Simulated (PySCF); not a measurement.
# Identify the compound

Molecular formula: C$_{10}$H$_{7}$N. Simulated spectra:

1H NMR (400 MHz, computed): δ 8.00 (d, 1H), 7.78 (m, 1H), 7.75 (m, 1H), 7.68 (m, 1H), 7.28 (d, 1H), 6.56 (m, 1H), 4.23 (m, 1H).

13C{1H} NMR (computed): δ 149.8 (C), 147.3 (C), 144.0 (CH), 139.0 (CH), 134.3 (CH), 132.5 (CH), 130.6 (CH), 127.4 (CH), 120.7 (C), 39.7 (CH).

Computed data (PySCF 2.14.0 with density-fitted response routines): coordinates at the GFN2-xTB level, σ from GIAO-PBE0/pcSseg-1. Non-relativistic, a single conformation, in vacuum.

Referencing at the same level of theory: TMS for 1H (σ = 31.72 ppm) and 13C (σ = 186.93 ppm).

What is the structure?

Answers


- The formula gives 8 degrees of unsaturation (2 rings in the answer).
- 10 carbon signals for 10 carbons: no two carbons are equivalent.
- Carbon types of the structure: 3 × C, 7 × CH, which accounts for all hydrogens.
- δC 149.8, 147.3: substituted aromatic carbon.
- δC 144.0, 139.0: alkene CH; as expected for a trigonal carbon in a double bond.
- δC 134.3, 132.5, 130.6, 127.4: aromatic CH; the aromatic region.
- δC 120.7: nitrile carbon; typical of a nitrile.
- δC 39.7: sp3 CH on an aromatic ring; a saturated carbon with 3 carbon neighbours and no heteroatom attached.
- δH 8.00, 7.78, 7.75, 7.68: hydrogen on an aromatic CH; aromatic region.
- δH 7.28, 6.56: hydrogen on an alkene CH; attached to an sp2 carbon and in the plane of the double bond.

These data were computed for `N#C[C@@H]1C=Cc2ccccc21`.

The shifts were computed for this structure.

Shifts are as computed. Against solution values, carbons near 30 ppm lie about +3 ppm off and those near 130 ppm about +5 ppm. Of 1211 compounds with measured shifts, 218 miss one by over three times the rms of a fit or turn the order of signals round; such compounds aren't used in these exercises. Multiplicities follow the n + 1 count of equivalent neighbours, as no J values were calculated; m marks all less simple cases, F and P coupling included.
